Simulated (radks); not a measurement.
Results of a calculation; reference values are marked as such.
Q: Neutral nitrogen, configuration [He] 2s2 2p1 3p2 (not the ground configuration). Code: a radial shooting solver on a logarithmic mesh with Libxc functionals. Model: Dirac Kohn-Sham, PBE, spin-unpolarised, spherical densities, point nucleus; open shells are shared between the two j in proportion to 2j + 1. Some entries of the table are withheld. Estimate them.

orbital,occ.,eigenvalue (Ry),<r^2> (bohr^2),r(max) (bohr)
1s1/2,2,-30.13548,(1),0.1482
2s1/2,2,-2.65432,1.656,0.9593
2p1/2,0.333333,-1.79847,1.667,0.8665
2p3/2,0.666667,-1.79634,1.670,0.8672
3s1/2,0,-0.31538,19.68,3.582
3p1/2,0.666667,-0.17611,27.67,4.165
3p3/2,1.33333,-0.17595,27.70,4.167
3d3/2,0,-0.02666,(2),(3)
3d5/2,0,-0.02666,(4),(5)

A: 
(1) 1s1/2 <r^2> (bohr^2): 0.07119
(2) 3d3/2 <r^2> (bohr^2): 61.39
(3) 3d3/2 r(max) (bohr): 5.417
(4) 3d5/2 <r^2> (bohr^2): 61.40
(5) 3d5/2 r(max) (bohr): 5.417
